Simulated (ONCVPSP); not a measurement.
## In, ONCV: configuration errors across variants

* Element: indium (In)
* Generator: ONCVPSP 4.0.1
* Type: optimised norm-conserving Vanderbilt (ONCV)
* Functional: BLYP
* Relativity: fully relativistic
* Frozen core: [Ar] 3d10
* Valence charge: 21
* Reference configuration: 4s2 4p6 4d10 5s1.5 5p1.5
* Partial waves: 4s+5s: rc 1.55 bohr, ncon 4, nbas 7, qcut 7.4 1/bohr, 2 projectors; 4p+5p: rc 1.25 bohr, ncon 4, nbas 7, qcut 11.4 1/bohr, 2 projectors; 4d: rc 1.35 bohr, ncon 3, nbas 8, qcut 9.9 1/bohr, 2 projectors, debl 1.5 Ha
* Local potential: polynomial inside 1.15 bohr (lpopt 5, dvloc0 4 Ha)
* Core correction: none

Open shells are filled in proportion to 2j + 1.

All-electron excitation energies from the reference (eV): (1) 4s2 4p6 4d10 5s2 5p1 -2.886; (2) 4s2 4p6 4d10 5s2 5p0 2.481; (3) 4s2 4p6 4d10 5s1 5p0 21.804; (4) 4s2 4p6 4d10 5s1 5p1 9.050.

Errors AE − PS in meV (a dash: test not solved or not reliable):

| change | (1) | (2) | (3) | (4) | bound ghosts | GHOST(+) flags above zero |
| --- | --- | --- | --- | --- | --- | --- |
| base | 0.0 | +0.4 | +0.5 | +0.1 | none | none |
| all radii scaled by about 0.77 (s 1.20, p 0.96, d 1.04 bohr); local potential polynomial inside 0.88 bohr (lpopt 5, dvloc0 4 Ha) | -0.1 | +0.2 | +0.9 | +0.4 | none | s |
| all radii scaled by about 0.89 (s 1.38, p 1.12, d 1.20 bohr); local potential polynomial inside 1.02 bohr (lpopt 5, dvloc0 4 Ha) | 0.0 | +0.4 | +0.8 | +0.3 | none | none |
| all radii scaled by about 1.18 (s 1.82, p 1.48, d 1.60 bohr); local potential polynomial inside 1.36 bohr (lpopt 5, dvloc0 4 Ha) | 0.0 | +0.3 | +0.1 | -0.1 | none | none |
| all radii scaled by about 1.28 (s 1.98, p 1.60, d 1.72 bohr); local potential polynomial inside 1.46 bohr (lpopt 5, dvloc0 4 Ha) | 0.0 | +0.3 | +0.1 | -0.1 | none | none |

Question: Give the same row for: all radii scaled by about 1.11 (s 1.72, p 1.38, d 1.50 bohr); local potential polynomial inside 1.28 bohr (lpopt 5, dvloc0 4 Ha).

Answer: 0.0, +0.4, +0.3, 0.0; bound ghosts: none; GHOST(+) flags above zero: none.
